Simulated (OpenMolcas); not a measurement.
Ti2+ (d2) in a complex was computed by SS-CASPT2, IPEA 0.25 Eh, imaginary shift 0.1 Eh with the d shell active (OpenMolcas, ANO-RCC-VDZP on the metal). Its lowest spin-free states, and all those of the highest spin:

```
2S+1  Degeneracy  E (cm-1)
   3           1         0
   3           3      2210
   3           3      3310
   1           2      7830
   1           3      9210
   3           3     11570
   1           1     13790
   1           3     15050
   1           2     15590
   1           3     16030
   1           1     30830
```

Problem. Is the site octahedral, tetrahedral or cube-like, axial, or of lower symmetry?

Solution. The states with 2S+1 = 3 have orbital degeneracies 1, 3, 3, 3. Threefold states need a cubic site. For d2 at this spin an octahedron puts the threefold T1 below the threefold T2 and a tetrahedron or cube puts the single A2 below the threefold T2, so the site is a tetrahedron or a cube, which this pattern cannot tell apart. The first gap at this spin, 2210 cm-1, is |10Dq| in ligand-field theory. The run had Ti2+ with 4 ligands (bromide) in tetrahedral coordination (Td) at 2.71 Å. A charge of +0.5 e stands 3.2 Å behind each ligand. Ligand basis ANO-RCC-VDZP.

Roots that are degenerate in the reference are averaged as groups; the widest CASPT2 spread within a group is 230 cm-1 (the 3-fold group of multiplicity 1 near 9210 cm-1 above the lowest state of its run). Shifts and gaps below about the spread of the groups concerned are not significant. Over all roots computed the reference weight is 0.75 to 0.77; a low but even weight reflects the number of correlated electrons. Ligand-to-metal charge-transfer states are missing. These CASPT2 states fit no ligand-field parameters well, so their order and spin gaps are uncertain. With no ligand orbital active B as a rule stays too high, so bands that hang on it stand too high and its fall with covalency is understated. With one d shell and no ligand orbital active, 10Dq can be off by tens of per cent for divalent 3d ions, low with halides held by bare charges and at times high in hosts. Free-ion shares, where given, are those of the reference states; single-state CASPT2 does not remix them. The distance lies 3 % over the 2.64 Å that this model takes as the normal distance (a Shannon-type radius plus a fixed donor radius); by an R⁻⁵ law this alone changes a d-shell field by about -12 %. No measured value stands beside these numbers; the geometry is a model, was not optimised and need not be the one that this ion takes.
